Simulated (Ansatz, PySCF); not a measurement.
1-bromo-1,2,2-trichloroethene (C2BrCl3), SMILES ClC(=C(Cl)Cl)Br.

Geometry: B3LYP-D3(BJ)/def2-SVP.

Vertical ionisation energy (IE) and electron affinity (EA) in eV. Rows of orbital energies are one-electron estimates. Where ΔSCF, EOM or ADC give a negative EA the extra electron is unbound and the value depends on the basis.

```json
[
 {"level": "−ε(HOMO), −ε(LUMO), M06-2X/def2-TZVP (PySCF)", "IE": "8.47", "EA": "0.31"},
 {"level": "−ε(HOMO), −ε(LUMO), PBE/def2-TZVP (PySCF)", "IE": "6.15", "EA": "2.03"},
 {"level": "ΔSCF, PBE/def2-SVPD (Ansatz), final states of multiplicity 2 and 2", "IE": "8.99", "EA": "-0.14"}
]
```

Task: What vertical singlet–triplet gap does ΔSCF give with PBE/def2-SVPD (Ansatz, a quantum-chemistry and plane-wave program)? (The exact figures need the calculation; the answer reports its results.)

Result: 3.50 eV (triplet above singlet where positive).
